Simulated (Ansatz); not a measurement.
Program: Ansatz. Geometries: PBE0-D4/def2-TZVP. ΔE: electronic, gas phase. CCSD(T)/CBS is the MP2 limit (def2-TZVPP, def2-QZVPP) plus CCSD(T) − MP2 in def2-TZVPP, frozen cores. Functionals use def2-TZVPP. One conformer a species, not always the lowest.

Consider the redistribution: `FBCF` + `BB(N)O` → `OB(F)CF` + `BBN`.

Task: Is it downhill or uphill in electronic energy at CCSD(T)/CBS, and by how much? (Best estimate.)

Result: Ansatz gave: Downhill: ΔE = -51.4 kJ/mol.

Task: What do these levels give: PBE-D4, revPBE, RPA@PBE/def2-TZVPP, CCSD(T)/def2-TZVPP, HF/def2-QZVPP, MP2/def2-QZVPP? (Estimate.)

Result: Computed: PBE-D4 -53.9, revPBE -52.0, RPA@PBE/def2-TZVPP -48.7, CCSD(T)/def2-TZVPP -52.1, HF/def2-QZVPP -49.6, MP2/def2-QZVPP -50.6 kJ/mol.

Largest T1 diagnostic among the species: 0.013.

Leaving LDA and LC-ωPBE aside and taking each functional with its dispersion term where it has one, the values, not all of them listed here, spread over 6.5 kJ/mol, from B97M-V to BLYP-D4. LDA lies −5.5 kJ/mol from PBE without D4. At CCSD(T), def2-SVP lies −7.0 kJ/mol from the extrapolated value and def2-TZVPP −0.7 kJ/mol.
